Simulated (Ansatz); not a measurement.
A short molecular-dynamics run on `[NH2][Sn]([NH2])([NH2])[F]`.

```yaml
crystal:
  periodic: [false, false, false]
  atoms:
    - {symbol: N, position_ang: [-1.768225, 0.562061, -0.545074]}
    - {symbol: Sn, position_ang: [0.110427, 0.200486, 0.045663]}
    - {symbol: N, position_ang: [0.125022, -0.881125, 1.730576]}
    - {symbol: N, position_ang: [1.142552, -0.725767, -1.398595]}
    - {symbol: F, position_ang: [0.969818, 1.898733, 0.406938]}
    - {symbol: H, position_ang: [-1.912955, 1.504950, -0.882235]}
    - {symbol: H, position_ang: [-2.447600, 0.375926, 0.181526]}
    - {symbol: H, position_ang: [0.830238, -1.606904, 1.721055]}
    - {symbol: H, position_ang: [0.250492, -0.326498, 2.567431]}
    - {symbol: H, position_ang: [2.086003, -0.377362, -1.509155]}
    - {symbol: H, position_ang: [0.679626, -0.681501, -2.297429]}
basis:
  gaussian: {orbitals: def2-SVP}
hamiltonian: {xc: {name: r2SCAN}, dispersion: d3bj}
md: {timestep: 1 fs, n_steps: 20, ensemble: nvt_nose_hoover, temperature: 700, initial_velocities: maxwell_boltzmann, seed: 32}
```

```sh
$ ansatz run in.yaml --threads 4 --pin off --events-out ev --progress --plain --max-ram 10444MiB
```

| step | time (fs) | potential energy (eV) | kinetic (eV) | T (K) | conserved (eV) |
| --- | --- | --- | --- | --- | --- |
| 0 | 0.0 | -13110.0153 | 0.8143 | 700 | -13109.2009 |
| 1 | 1.0 | -13109.9337 | 0.7404 | 636 | -13109.1934 |
| 2 | 2.0 | -13109.8171 | 0.6294 | 541 | -13109.1877 |
| 3 | 3.0 | -13109.7442 | 0.5522 | 475 | -13109.1921 |
| 4 | 4.0 | -13109.6654 | 0.4729 | 406 | -13109.1927 |
| 5 | 5.0 | -13109.5687 | 0.3807 | 327 | -13109.1882 |
| 6 | 6.0 | -13109.5168 | 0.3322 | 286 | -13109.1849 |
| 7 | 7.0 | -13109.5592 | 0.3736 | 321 | -13109.1861 |
| 8 | 8.0 | -13109.6755 | 0.4840 | 416 | -13109.1922 |
| 9 | 9.0 | -13109.7737 | 0.5769 | 496 | -13109.1979 |
| 10 | 10.0 | -13109.7782 | 0.5856 | 503 | -13109.1940 |
| 11 | 11.0 | -13109.7429 | 0.5562 | 478 | -13109.1885 |
| 12 | 12.0 | -13109.7380 | 0.5468 | 470 | -13109.1935 |
| 13 | 13.0 | -13109.7032 | 0.5103 | 439 | -13109.1958 |
| 14 | 14.0 | -13109.6056 | 0.4181 | 359 | -13109.1907 |
| 15 | 15.0 | -13109.5153 | 0.3332 | 286 | -13109.1858 |
| 16 | 16.0 | -13109.5084 | 0.3273 | 281 | -13109.1851 |
| 17 | 17.0 | -13109.5960 | 0.4113 | 354 | -13109.1892 |
| 18 | 18.0 | -13109.7142 | 0.5243 | 451 | -13109.1950 |
| 19 | 19.0 | -13109.7818 | 0.5940 | 511 | -13109.1938 |
| 20 | 20.0 | -13109.8164 | 0.6348 | 546 | -13109.1885 |

Velocities are drawn at the set temperature; a run this short doesn't reach equilibrium.

Frames (Å, forces in eV/Å):

```xyz
11
time=0.0 fs
N    -1.768    0.562   -0.545   -0.140   -0.207   -0.285
Sn    0.110    0.200    0.046   -0.050   -0.098   -0.020
N     0.125   -0.881    1.731   -0.309   -0.200    0.085
N     1.143   -0.726   -1.399    0.058   -0.374    0.033
F     0.970    1.899    0.407    0.258    0.511    0.109
H    -1.913    1.505   -0.882   -0.054    0.329   -0.109
H    -2.448    0.376    0.182   -0.235   -0.056    0.255
H     0.830   -1.607    1.721    0.251   -0.245    0.000
H     0.250   -0.326    2.567    0.053    0.189    0.291
H     2.086   -0.377   -1.509    0.325    0.126   -0.046
H     0.680   -0.682   -2.297   -0.156    0.024   -0.314
11
time=1.0 fs
N    -1.765    0.559   -0.547    0.060   -0.459   -0.487
Sn    0.111    0.200    0.044   -0.044   -0.049    0.207
N     0.120   -0.869    1.740   -0.248   -1.148   -0.949
N     1.141   -0.722   -1.404    0.176   -0.222   -0.168
F     0.971    1.894    0.412    0.276    0.553    0.096
H    -1.941    1.493   -0.855    0.082    0.925   -0.481
H    -2.451    0.395    0.162   -0.573   -0.431    0.797
H     0.840   -1.581    1.738    0.180   -0.416   -0.273
H     0.280   -0.378    2.577    0.054    1.261    1.465
H     2.098   -0.370   -1.490   -0.238   -0.048   -0.197
H     0.643   -0.655   -2.294    0.275    0.033   -0.011
11
time=2.0 fs
N    -1.763    0.555   -0.548   -0.121   -0.354   -0.540
Sn    0.111    0.199    0.043   -0.022    0.011    0.429
N     0.115   -0.858    1.749   -0.012   -1.559   -1.098
N     1.139   -0.718   -1.410    0.202   -0.093   -0.340
F     0.972    1.891    0.416    0.292    0.589    0.081
H    -1.968    1.490   -0.833    0.270    1.041   -0.649
H    -2.459    0.409    0.151   -0.590   -0.685    0.981
H     0.852   -1.559    1.752    0.014   -0.461   -0.522
H     0.310   -0.418    2.600   -0.031    1.665    1.744
H     2.108   -0.363   -1.473   -0.685   -0.172   -0.346
H     0.609   -0.627   -2.291    0.683    0.018    0.261
11
time=3.0 fs
N    -1.760    0.551   -0.551   -0.783    0.141   -0.377
Sn    0.112    0.198    0.041    0.017    0.077    0.634
N     0.110   -0.848    1.757    0.511   -1.402   -0.072
N     1.138   -0.714   -1.416    0.093   -0.044   -0.362
F     0.974    1.887    0.421    0.305    0.620    0.063
H    -1.993    1.497   -0.817    0.529    0.615   -0.605
H    -2.473    0.418    0.148   -0.209   -0.783    0.731
H     0.864   -1.541    1.762   -0.212   -0.393   -0.693
H     0.340   -0.442    2.640   -0.346    1.379    0.793
H     2.112   -0.357   -1.460   -0.865   -0.203   -0.479
H     0.582   -0.600   -2.286    0.960   -0.007    0.368
11
time=4.0 fs
N    -1.758    0.547   -0.553   -1.647    0.769   -0.090
Sn    0.112    0.197    0.040    0.055    0.139    0.818
N     0.105   -0.839    1.765    1.124   -1.107    1.285
N     1.137   -0.711   -1.422   -0.136   -0.101   -0.198
F     0.975    1.884    0.425    0.315    0.643    0.044
H    -2.013    1.510   -0.806    0.793   -0.054   -0.455
H    -2.489    0.418    0.153    0.364   -0.763    0.251
H     0.874   -1.528    1.764   -0.437   -0.268   -0.758
H     0.367   -0.452    2.687   -0.746    0.897   -0.580
H     2.107   -0.354   -1.451   -0.732   -0.132   -0.578
H     0.564   -0.572   -2.277    1.047   -0.023    0.261
11
time=5.0 fs
N    -1.757    0.543   -0.556   -2.331    1.241    0.176
Sn    0.112    0.196    0.039    0.069    0.185    0.989
N     0.101   -0.831    1.774    1.565   -0.908    2.194
N     1.135   -0.707   -1.429   -0.434   -0.268    0.125
F     0.977    1.880    0.430    0.320    0.657    0.024
H    -2.025    1.522   -0.800    0.971   -0.620   -0.304
H    -2.502    0.412    0.160    0.854   -0.681   -0.196
H     0.880   -1.516    1.760   -0.594   -0.160   -0.721
H     0.386   -0.454    2.729   -1.028    0.542   -1.612
H     2.096   -0.352   -1.447   -0.324    0.024   -0.629
H     0.556   -0.545   -2.265    0.933   -0.013   -0.045
11
time=6.0 fs
N    -1.757    0.541   -0.558   -2.600    1.406    0.331
Sn    0.113    0.195    0.037    0.042    0.208    1.147
N     0.098   -0.823    1.785    1.720   -0.793    2.443
N     1.134   -0.703   -1.435   -0.706   -0.506    0.527
F     0.979    1.878    0.435    0.318    0.660    0.004
H    -2.028    1.528   -0.797    1.009   -0.890   -0.208
H    -2.506    0.398    0.165    1.095   -0.577   -0.457
H     0.881   -1.507    1.748   -0.641   -0.124   -0.607
H     0.395   -0.451    2.756   -1.121    0.367   -2.081
H     2.081   -0.349   -1.450    0.223    0.219   -0.627
H     0.557   -0.518   -2.254    0.660    0.030   -0.472
11
time=7.0 fs
N    -1.759    0.539   -0.560   -2.386    1.226    0.341
Sn    0.113    0.194    0.036   -0.033    0.212    1.289
N     0.096   -0.816    1.797    1.580   -0.732    2.047
N     1.132   -0.700   -1.441   -0.819   -0.717    0.859
F     0.981    1.875    0.440    0.310    0.653   -0.015
H    -2.021    1.526   -0.796    0.894   -0.803   -0.181
H    -2.500    0.380    0.166    1.035   -0.478   -0.478
H     0.875   -1.498    1.731   -0.570   -0.172   -0.439
H     0.394   -0.444    2.762   -1.018    0.356   -1.983
H     2.068   -0.345   -1.458    0.667    0.366   -0.575
H     0.564   -0.491   -2.248    0.339    0.089   -0.863
11
time=8.0 fs
N    -1.763    0.538   -0.562   -1.728    0.731    0.201
Sn    0.114    0.193    0.035   -0.147    0.207    1.408
N     0.095   -0.809    1.811    1.166   -0.780    1.005
N     1.129   -0.698   -1.446   -0.679   -0.766    0.926
F     0.983    1.873    0.444    0.296    0.637   -0.032
H    -2.005    1.516   -0.797    0.643   -0.370   -0.219
H    -2.484    0.356    0.162    0.691   -0.400   -0.260
H     0.863   -1.491    1.709   -0.416   -0.276   -0.233
H     0.383   -0.434    2.750   -0.709    0.529   -1.297
H     2.062   -0.337   -1.473    0.763    0.377   -0.477
H     0.574   -0.463   -2.249    0.121    0.112   -1.022
11
time=9.0 fs
N    -1.769    0.538   -0.564   -0.780    0.041   -0.065
Sn    0.114    0.193    0.034   -0.280    0.208    1.497
N     0.095   -0.803    1.825    0.537   -1.034   -0.635
N     1.126   -0.696   -1.451   -0.326   -0.576    0.609
F     0.985    1.872    0.449    0.277    0.612   -0.046
H    -1.984    1.503   -0.800    0.308    0.291   -0.291
H    -2.461    0.329    0.156    0.148   -0.350    0.133
H     0.848   -1.487    1.685   -0.237   -0.379    0.011
H     0.366   -0.419    2.725   -0.203    0.914   -0.049
H     2.063   -0.325   -1.491    0.465    0.228   -0.334
H     0.586   -0.433   -2.261    0.092    0.044   -0.830
11
time=10.0 fs
N    -1.774    0.538   -0.566    0.159   -0.593   -0.368
Sn    0.115    0.192    0.033   -0.405    0.225    1.548
N     0.095   -0.798    1.839   -0.125   -1.447   -2.419
N     1.122   -0.694   -1.455    0.098   -0.208   -0.019
F     0.988    1.870    0.454    0.254    0.581   -0.058
H    -1.959    1.492   -0.805   -0.023    0.894   -0.327
H    -2.437    0.299    0.151   -0.401   -0.292    0.532
H     0.830   -1.487    1.662   -0.084   -0.422    0.292
H     0.346   -0.395    2.700    0.363    1.394    1.329
H     2.068   -0.311   -1.513   -0.033   -0.014   -0.149
H     0.598   -0.404   -2.280    0.196   -0.119   -0.362
11
time=11.0 fs
N    -1.780    0.537   -0.568    0.753   -0.884   -0.560
Sn    0.115    0.191    0.033   -0.501    0.256    1.557
N     0.096   -0.794    1.851   -0.523   -1.598   -3.320
N     1.119   -0.692   -1.459    0.466    0.195   -0.733
F     0.990    1.869    0.458    0.227    0.545   -0.068
H    -1.935    1.490   -0.814   -0.266    1.069   -0.235
H    -2.417    0.265    0.151   -0.709   -0.148    0.690
H     0.812   -1.490    1.641    0.032   -0.386    0.596
H     0.330   -0.358    2.687    0.694    1.523    1.843
H     2.073   -0.298   -1.536   -0.471   -0.248    0.058
H     0.613   -0.375   -2.303    0.298   -0.325    0.172
11
time=12.0 fs
N    -1.785    0.536   -0.571    0.880   -0.766   -0.540
Sn    0.115    0.190    0.032   -0.559    0.291    1.529
N     0.096   -0.790    1.861   -0.546   -1.081   -2.803
N     1.116   -0.691   -1.464    0.702    0.500   -1.306
F     0.993    1.868    0.463    0.199    0.505   -0.077
H    -1.913    1.498   -0.825   -0.411    0.685    0.011
H    -2.404    0.231    0.158   -0.663    0.143    0.472
H     0.793   -1.497    1.626    0.130   -0.298    0.879
H     0.320   -0.306    2.692    0.652    0.927    1.001
H     2.074   -0.286   -1.559   -0.678   -0.404    0.258
H     0.630   -0.350   -2.324    0.296   -0.502    0.577
11
time=13.0 fs
N    -1.789    0.534   -0.574    0.714   -0.450   -0.349
Sn    0.115    0.189    0.032   -0.580    0.311    1.476
N     0.095   -0.788    1.869   -0.409   -0.147   -1.645
N     1.113   -0.689   -1.470    0.774    0.634   -1.600
F     0.996    1.868    0.468    0.168    0.461   -0.085
H    -1.895    1.513   -0.835   -0.501   -0.005    0.328
H    -2.397    0.197    0.169   -0.386    0.535    0.005
H     0.776   -1.507    1.619    0.218   -0.188    1.095
H     0.317   -0.245    2.707    0.442   -0.101   -0.392
H     2.068   -0.279   -1.579   -0.595   -0.450    0.426
H     0.650   -0.329   -2.340    0.155   -0.601    0.742
11
time=14.0 fs
N    -1.793    0.532   -0.577    0.514   -0.180   -0.118
Sn    0.116    0.189    0.031   -0.569    0.304    1.407
N     0.095   -0.785    1.876   -0.303    0.687   -0.742
N     1.111   -0.686   -1.477    0.679    0.569   -1.556
F     0.999    1.868    0.472    0.134    0.409   -0.093
H    -1.882    1.527   -0.843   -0.569   -0.630    0.597
H    -2.393    0.169    0.181   -0.093    0.903   -0.460
H     0.761   -1.519    1.623    0.281   -0.069    1.225
H     0.318   -0.185    2.718    0.273   -1.019   -1.436
H     2.056   -0.276   -1.595   -0.237   -0.383    0.543
H     0.671   -0.314   -2.349   -0.111   -0.592    0.634
11
time=15.0 fs
N    -1.797    0.530   -0.580    0.433   -0.071    0.049
Sn    0.116    0.188    0.031   -0.536    0.263    1.325
N     0.094   -0.783    1.882   -0.258    1.172   -0.356
N     1.110   -0.683   -1.485    0.466    0.333   -1.200
F     1.002    1.867    0.477    0.098    0.351   -0.100
H    -1.875    1.536   -0.845   -0.622   -0.963    0.742
H    -2.391    0.150    0.188    0.074    1.136   -0.738
H     0.749   -1.532    1.638    0.302    0.058    1.267
H     0.321   -0.135    2.715    0.196   -1.570   -1.876
H     2.043   -0.276   -1.606    0.299   -0.232    0.603
H     0.692   -0.305   -2.351   -0.453   -0.475    0.285
11
time=16.0 fs
N    -1.800    0.528   -0.583    0.516   -0.143    0.100
Sn    0.116    0.187    0.031   -0.488    0.190    1.230
N     0.093   -0.779    1.888   -0.256    1.255   -0.439
N     1.109   -0.680   -1.493    0.250    0.024   -0.657
F     1.005    1.867    0.481    0.058    0.286   -0.106
H    -1.873    1.535   -0.840   -0.654   -0.927    0.742
H    -2.388    0.141    0.187    0.064    1.177   -0.756
H     0.740   -1.543    1.666    0.276    0.186    1.224
H     0.327   -0.100    2.694    0.201   -1.696   -1.761
H     2.032   -0.279   -1.612    0.816   -0.067    0.614
H     0.708   -0.300   -2.351   -0.784   -0.284   -0.190
11
time=17.0 fs
N    -1.803    0.525   -0.586    0.756   -0.376    0.016
Sn    0.116    0.187    0.031   -0.431    0.098    1.121
N     0.091   -0.774    1.894   -0.319    0.897   -0.937
N     1.107   -0.677   -1.502    0.174   -0.188   -0.160
F     1.008    1.868    0.486    0.016    0.216   -0.110
H    -1.877    1.526   -0.828   -0.660   -0.532    0.605
H    -2.384    0.143    0.180   -0.123    1.015   -0.505
H     0.733   -1.554    1.705    0.212    0.302    1.102
H     0.334   -0.081    2.657    0.305   -1.347   -1.145
H     2.028   -0.283   -1.611    1.055    0.017    0.590
H     0.717   -0.298   -2.353   -0.986   -0.103   -0.579
11
time=18.0 fs
N    -1.806    0.523   -0.589    1.102   -0.702   -0.193
Sn    0.116    0.186    0.031   -0.369    0.000    1.000
N     0.090   -0.769    1.899   -0.500    0.068   -1.785
N     1.107   -0.674   -1.512    0.293   -0.164    0.066
F     1.011    1.868    0.490   -0.027    0.142   -0.111
H    -1.888    1.511   -0.810   -0.637    0.119    0.377
H    -2.381    0.156    0.168   -0.441    0.687   -0.040
H     0.729   -1.561    1.755    0.129    0.382    0.905
H     0.344   -0.075    2.608    0.542   -0.477   -0.087
H     2.035   -0.286   -1.605    0.862   -0.032    0.531
H     0.716   -0.297   -2.360   -0.954   -0.023   -0.664
11
time=19.0 fs
N    -1.808    0.520   -0.593    1.415   -0.964   -0.450
Sn    0.116    0.185    0.031   -0.302   -0.093    0.867
N     0.088   -0.764    1.903   -0.793   -1.014   -2.686
N     1.106   -0.671   -1.521    0.504    0.080   -0.017
F     1.014    1.868    0.494   -0.069    0.066   -0.109
H    -1.905    1.498   -0.788   -0.573    0.767    0.136
H    -2.383    0.174    0.155   -0.766    0.292    0.475
H     0.725   -1.564    1.813    0.051    0.403    0.647
H     0.359   -0.073    2.558    0.883    0.707    1.107
H     2.050   -0.289   -1.593    0.330   -0.171    0.423
H     0.706   -0.296   -2.374   -0.679   -0.073   -0.393
11
time=20.0 fs
N    -1.808    0.516   -0.596    1.455   -0.938   -0.570
Sn    0.116    0.185    0.032   -0.224   -0.175    0.725
N     0.086   -0.759    1.905   -0.962   -1.617   -2.954
N     1.105   -0.668   -1.530    0.651    0.388   -0.239
F     1.017    1.869    0.498   -0.111   -0.009   -0.104
H    -1.928    1.492   -0.765   -0.438    1.040   -0.033
H    -2.392    0.196    0.147   -0.892   -0.025    0.769
H     0.722   -1.564    1.878   -0.008    0.361    0.352
H     0.383   -0.065    2.519    1.074    1.470    1.728
H     2.069   -0.294   -1.578   -0.281   -0.305    0.258
H     0.689   -0.296   -2.391   -0.264   -0.189    0.069
```

Run time 38 s (4 threads of an Arm Neoverse V2 on a shared host); peak host memory 0.53 GiB.
